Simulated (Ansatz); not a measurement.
# Two structures, one formula

The two ends of one reaction step of CH6SZn, singlet (PBE0-D4/def2-TZVP).

A:

Zn1  (0.494, -0.940, 0.610)
H2  (0.923, -1.223, 2.076)
C3  (0.156, -0.857, -1.313)
H4  (-0.120, 1.908, 2.138)
S5  (-1.057, 1.424, 1.309)
H6  (-0.918, -0.854, -1.519)
H7  (0.577, 0.056, -1.744)
H8  (0.594, -1.705, -1.844)
H9  (-0.649, 2.191, 0.286)
(Å)

B:

```xyz
9
angstrom
Zn -0.5888 0.5401 -0.3690
H 1.0639 -0.6859 2.5498
C -0.0209 -0.9115 -1.5134
H 0.5545 -0.1385 2.5451
S -1.2636 2.1613 0.9203
H -0.8508 -1.5967 -1.6995
H 0.3337 -0.5324 -2.4739
H 0.7883 -1.4736 -1.0427
H -0.0163 2.6373 1.0832
```

Computed with Ansatz 0.2.0 (basis: def2-TZVPP); correlated methods freeze the cores. The 3s and 3p shells of Cu and Zn are frozen; filled d shells are correlated. B3LYP uses VWN-RPA correlation.

(1) Which structure is lower at CCSD(T), and by how much? (An estimate is asked for; the value comes from the calculation.)

No T1 diagnostic of these runs exceeds 0.014.

Answers

(1) Computed: B, by 66.1 kJ/mol (electronic energy, against the other). By their contacts, A is a complex of CH₄Zn ([CH3][ZnH]) + H₂S and B is a complex of CH₄SZn ([CH3][Zn][SH]) + H₂.

All methods give the same order:

| method | E(B) − E(A) (kJ/mol) |
| --- | --- |
| SPW92 | -53.3 |
| PBE-D4 | -66.7 |
| BLYP-D4 | -66.6 |
| r2SCAN-D4 | -68.2 |
| B97M-V | -57.9 |
| PBE0-D4 | -66.5 |
| B3LYP-D4 | -65.8 |
| r2SCAN0-D4 | -68.1 |
| BHLYP-D4 | -65.1 |
| CAM-B3LYP-D4 | -61.5 |
| wB97X-V | -64.5 |
| wB97M-V | -64.1 |
| B2PLYP | -70.5 |
| PBE-QIDH | -70.2 |
| RPA on PBE | -60.8 |
| HF | -69.1 |
| MP2 | -74.9 |
| CCSD | -64.6 |
| CCSD(T) | -66.1 |

Labels in which every atom is bracketed show which atoms are joined, not bond orders.

For scale, one of the runs: CCSD(T)/def2-TZVPP, 221 basis functions, launched by `ansatz run in.yaml --threads 4 --pin off --events-out ev --progress --plain --max-ram 9574MiB`. The run took 80 s on 4 CPU threads of an Intel Xeon (shared host), with 3.2 GiB of host memory at its peak.
